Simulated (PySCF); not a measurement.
C₄H₁₂Ge (SMILES C[C](C)(C)[GeH3]), singlet, at a GFN2-xTB geometry; CAMB3LYP/STO-3G (PySCF).

Here is a job for PySCF.
```python
from pyscf import gto, scf, dft

mol = gto.M(
    atom='''
Ge    0.46067749    1.06204801    0.12669895
C    -0.33250695   -0.76656304   -0.09144853
C    -0.54526840   -1.38912251    1.28414072
C     0.62092744   -1.63364519   -0.90644850
C    -1.66922811   -0.65105376   -0.81596744
H     1.77325686    1.02052520    0.84917919
H     0.71116687    1.72497062   -1.19404141
H    -0.43786689    1.97264572    0.90772151
H    -0.97730640   -2.38574086    1.19286179
H     0.40123205   -1.47487690    1.81709018
H    -1.22068345   -0.77771783    1.88185265
H     1.58399317   -1.72153951   -0.40441293
H     0.78683792   -1.19965205   -1.89203244
H     0.21215454   -2.63544972   -1.03884633
H    -1.53507939   -0.20214585   -1.79970853
H    -2.36130886   -0.03026137   -0.24773062
H    -2.12162005   -1.63398667   -0.94795695
''',
    basis='sto-3g',
    verbose=4,
)

mf = dft.RKS(mol)
mf.xc = 'camb3lyp'
mf.kernel()
```

Question: Predict the main parts of the log of this PySCF run.

Answer: 
```
PySCF version 2.14.0

[INPUT] verbose = 4
[INPUT] num. atoms = 17
[INPUT] num. electrons = 68
[INPUT] charge = 0
[INPUT] spin (= nelec alpha-beta = 2S) = 0
[INPUT] symmetry False subgroup None
[INPUT] Mole.unit = angstrom
[INPUT] Symbol           X                Y                Z      unit          X                Y                Z       unit  Magmom
[...]
nuclear repulsion = 378.205977733356
number of shells = 32
number of NR pGTOs = 150
number of NR cGTOs = 50
basis = sto-3g
ecp = {}

******** <class 'pyscf.dft.rks.RKS'> ********
method = RKS
initial guess = minao
damping factor = 0
level_shift factor = 0
DIIS = <class 'pyscf.scf.diis.CDIIS'>
diis_start_cycle = 1
diis_space = 8
diis_damp = 0
SCF conv_tol = 1e-09
SCF conv_tol_grad = None
SCF max_cycles = 50
direct_scf = True
direct_scf_tol = 1e-13
XC library pyscf.dft.libxc version 7.1.2
    S. Lehtola, C. Steigemann, M. J. T. Oliveira, and M. A. L. Marques,  SoftwareX 7, 1–5 (2018)
XC functionals = camb3lyp
    T. Yanai, D. P. Tew, and N. C. Handy,  Chem. Phys. Lett. 393, 51 (2004)
radial grids:
    Treutler-Ahlrichs [JCP 102, 346 (1995); DOI:10.1063/1.469408] (M4) radial grids

becke partition: Becke, JCP 88, 2547 (1988); DOI:10.1063/1.454033
pruning grids: <function nwchem_prune>
grids dens level: 3
symmetrized grids: False
atomic radii adjust function: <function treutler_atomic_radii_adjust>
small_rho_cutoff = 0
Set gradient conv threshold to 3.16228e-05
Initial guess from minao.
tot grids = 194808
init E= -2208.66533017448
[...]
cycle= 1 E= -2210.7005370931  delta_E= -2.04  |g|= 0.445  |ddm|= 4.63
[...]
cycle= 2 E= -2210.77112483628  delta_E= -0.0706  |g|= 0.205  |ddm|= 1.23
[...]
cycle= 3 E= -2210.78502026335  delta_E= -0.0139  |g|= 0.0132  |ddm|= 0.353
[...]
cycle= 4 E= -2210.78510310415  delta_E= -8.28e-05  |g|= 0.00478  |ddm|= 0.0352
[...]
cycle= 5 E= -2210.78510952749  delta_E= -6.42e-06  |g|= 0.00115  |ddm|= 0.00734
[...]
cycle= 6 E= -2210.78510996232  delta_E= -4.35e-07  |g|= 0.000118  |ddm|= 0.00181
[...]
cycle= 7 E= -2210.78510996786  delta_E= -5.54e-09  |g|= 3.84e-05  |ddm|= 0.000252
[...]
cycle= 8 E= -2210.78510996835  delta_E= -4.9e-10  |g|= 7.34e-06  |ddm|= 6.26e-05
[...]
Extra cycle  E= -2210.78510996836  delta_E= -1.14e-11  |g|= 3.41e-06  |ddm|= 1.81e-05
converged SCF energy = -2210.78510996836
```
